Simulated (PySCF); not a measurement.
silicon monosulfide (SSi), SMILES [Si]=S (connectivity only; charge and spin as stated), neutral, multiplicity 1.

Coordinates come from a PBE-D3(BJ)/def2-TZVPD optimisation.

The numbers are results of TDDFT-ωB97X/def2-TZVPD in PySCF, not measurements.

Vertical excitations; the highest root listed may be one member of a degenerate set. Gas-phase values at a fixed geometry. State labels are in the subgroup C2v.

Question: List the lowest excited states. (The exact figures need the calculation; the answer reports its results.)

Answer: 
| state | symmetry | energy (eV) | λ (nm) | f | main pairs |
|---|---|---|---|---|---|
| S1 | A2 | 4.04 | 307 | 0.000 | HOMO−1→LUMO 49 %, HOMO−2→LUMO+1 49 % |
| S2 | A2 | 4.30 | 289 | 0.000 | HOMO−2→LUMO+1, HOMO−1→LUMO (degenerate set) |
| S3 | A1 | 4.30 | 289 | 0.000 | HOMO−2→LUMO, HOMO−1→LUMO+1 (degenerate set) |
| S4 | B2 | 4.39 | 283 | 0.024 | HOMO→LUMO+1 (degenerate set) |
| S5 | B1 | 4.39 | 283 | 0.024 | HOMO→LUMO (degenerate set) |
| S6 | A1 | 6.12 | 203 | 0.175 | HOMO−1→LUMO+1 44 %, HOMO−2→LUMO 44 % |
| S7 | B2 | 7.62 | 163 | 0.136 | HOMO−1→LUMO+2, HOMO−1→LUMO+6 (degenerate set) |
| S8 | B1 | 7.62 | 163 | 0.136 | HOMO−2→LUMO+2, HOMO−2→LUMO+6 (degenerate set) |
| S9 | A1 | 8.03 | 154 | 0.062 | HOMO→LUMO+2 62 %, HOMO→LUMO+6 23 %, HOMO→LUMO+3 10 % |
| S10 | A1 | 8.13 | 153 | 0.996 | HOMO→LUMO+3 78 % |
| T1 | B1 | 3.29 | 377 | 0 | HOMO→LUMO (degenerate set) |
| T2 | B2 | 3.29 | 377 | 0 | HOMO→LUMO+1 (degenerate set) |
| T3 | A1 | 3.42 | 363 | 0 | HOMO−2→LUMO 48 %, HOMO−1→LUMO+1 48 % |
| T4 | A2 | 3.73 | 333 | 0 | HOMO−2→LUMO+1 48 %, HOMO−1→LUMO 48 % |
Triplets are in the Tamm–Dancoff approximation, which puts them higher than full response would, so one can lie above its singlet here.
